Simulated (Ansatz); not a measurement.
# How methods differ on SnH2F2 (SMILES [F][SnH2][F])

SnH2F2 has 5 atoms, charge 0, and is taken as a singlet. As SMILES, `[F][SnH2][F]`. Geometry: optimised at r2SCAN/def2-SVP.

Each level gives the adiabatic electron affinity (to the doublet anion, shapes relaxed at r2SCAN/def2-SVP, no zero-point term) (eV). The values are calculated.

The electron affinity is E(neutral) − E(anion): positive where the electron is bound.

```json
{"level": "HF/def2-TZVPP (core potential)", "kind": "Hartree–Fock", "program": "Ansatz", "value (eV)": "-0.10", "CPU time (all runs)": "2.5 s"}
{"level": "PBE/def2-TZVPP (core potential)", "kind": "GGA", "program": "Ansatz", "value (eV)": "0.62", "CPU time (all runs)": "3.2 s"}
{"level": "r2SCAN/def2-TZVPP (core potential)", "kind": "meta-GGA", "program": "Ansatz", "value (eV)": "0.63", "CPU time (all runs)": "6.4 s"}
{"level": "B3LYP/def2-TZVPP (core potential)", "kind": "global hybrid", "program": "Ansatz", "value (eV)": "0.69", "CPU time (all runs)": "4.4 s"}
{"level": "PBE0-D4/def2-TZVPP (core potential)", "kind": "global hybrid", "program": "Ansatz", "value (eV)": "0.55", "CPU time (all runs)": "4.2 s"}
{"level": "wB97M-V/def2-TZVPP (core potential)", "kind": "range-separated hybrid", "program": "Ansatz", "value (eV)": "0.46", "CPU time (all runs)": "15 s"}
{"level": "MP2/def2-TZVPP (core potential)", "kind": "perturbation theory", "program": "Ansatz", "value (eV)": "0.23", "CPU time (all runs)": "4.7 s"}
```

Spin-orbit coupling, which can split open shells on such heavy atoms by tenths of an eV, is left out. The values span -0.10 to 0.69 eV. In the correlated wave-function rows the outer d shell of Sn is correlated, in sets not made for it. Times are those of the runs behind each value, whatever else they computed, on shared processors of several kinds: orders of magnitude only.
